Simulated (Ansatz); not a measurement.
C$_{2}$H$_{9}$FSi$_{2}$ (`C[SiH](C)[SiH2]F`) at its PBE0-D4/def2-TZVP geometry, where that method's forces vanish. The species carries charge 0 and has multiplicity 1.

| atom | x (Å) | y (Å) | z (Å) |
| --- | --- | --- | --- |
| C1 | -1.150 | -0.222 | 1.457 |
| Si2 | 0.228 | -0.481 | 0.211 |
| C3 | -0.435 | -1.143 | -1.417 |
| Si4 | 1.341 | 1.544 | -0.194 |
| F5 | 1.868 | 2.176 | 1.191 |
| H6 | -0.758 | 0.173 | 2.397 |
| H7 | -1.893 | 0.484 | 1.078 |
| H8 | -1.658 | -1.166 | 1.672 |
| H9 | 1.221 | -1.447 | 0.767 |
| H10 | -1.148 | -0.446 | -1.863 |
| H11 | -0.948 | -2.095 | -1.259 |
| H12 | 0.370 | -1.311 | -2.136 |
| H13 | 2.523 | 1.380 | -1.086 |
| H14 | 0.438 | 2.553 | -0.818 |

Problem. For each bond, give half the difference of the two atoms' forces along it (eV/Å; positive pushes the atoms apart) under PBE-D4, r2SCAN-D4, B3LYP-D4, ωB97M-V in def2-TZVPP. (Estimate.)

Solution. Computed: 
```tsv
bond	length (Å)	PBE-D4	r2SCAN-D4	B3LYP-D4	ωB97M-V
C1–Si2	1.876	0.01	0.02	0.09	0.05
C1–H6	1.092	0.10	-0.01	-0.04	-0.04
C1–H7	1.093	0.11	-0.01	-0.04	-0.04
C1–H8	1.093	0.11	-0.01	-0.05	-0.05
Si2–C3	1.878	0.01	0.01	0.10	0.05
Si2–Si4	2.347	-0.17	-0.02	0.01	-0.03
Si2–H9	1.493	0.08	-0.02	-0.12	-0.13
C3–H10	1.093	0.11	-0.01	-0.04	-0.04
C3–H11	1.093	0.11	-0.01	-0.05	-0.05
C3–H12	1.092	0.10	-0.01	-0.04	-0.04
Si4–F5	1.611	0.53	0.04	0.22	0.21
Si4–H13	1.489	0.05	-0.02	-0.11	-0.14
Si4–H14	1.491	0.05	-0.02	-0.11	-0.14
```

B3LYP here is the variant with VWN-RPA as its local correlation; programs differ in this.
